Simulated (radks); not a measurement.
The nuclear charge of neutral cerium is varied continuously with 58 electrons held in [Xe] 4f1 5d1 6s2. Calculated with a radial shooting solver on a logarithmic mesh with Libxc functionals: scalar-relativistic Kohn-Sham, LDA (Slater exchange, Perdew-Wang correlation), spin-polarised, spherical densities, point nucleus; open shells are filled with parallel spins first (spin-orbit coupling, left out, can overturn this in heavy ions). By the Hellmann-Feynman theorem dE/dZ = E(electron-nucleus)/Z, the electronic potential at the nucleus. The scalar-relativistic energy here is not variational (the density holds large components alone), so the two differ by a part that grows with Z.

Z     E (hartree)  E(electron-nucleus)/Z (hartree)  HOMO  e(HOMO) (eV)  <r> HOMO (bohr)
57.8   -8779.7582                         -368.088    5d        -2.043            3.085
57.9   -8816.7830                         -368.990    5d        -2.715            2.991
58     -8853.8990                         -369.891    5d        -3.419            2.908
58.1   -8891.1062                         -370.792    5d        -4.154            2.833
58.2   -8928.4046                         -371.693    6s        -4.828            4.195
58.3   -8965.7942                         -372.594    6s        -5.423            4.115
58.4   -9003.2749                         -373.494    6s        -6.035            4.041
58.5   -9040.8468                         -374.395    6s        -6.664            3.970
58.6   -9078.5099                         -375.295    6s        -7.310            3.904
58.7   -9116.2642                         -376.196    6s        -7.971            3.841
58.8   -9154.1097                         -377.096    6s        -8.648            3.781
58.9   -9192.0464                         -377.997    6s        -9.340            3.723
59     -9230.0743                         -378.898    6s       -10.046            3.669

The central difference of E at Z = 58 is -371.616 hartree, to compare with the third column; the second derivative is -9.12 hartree.
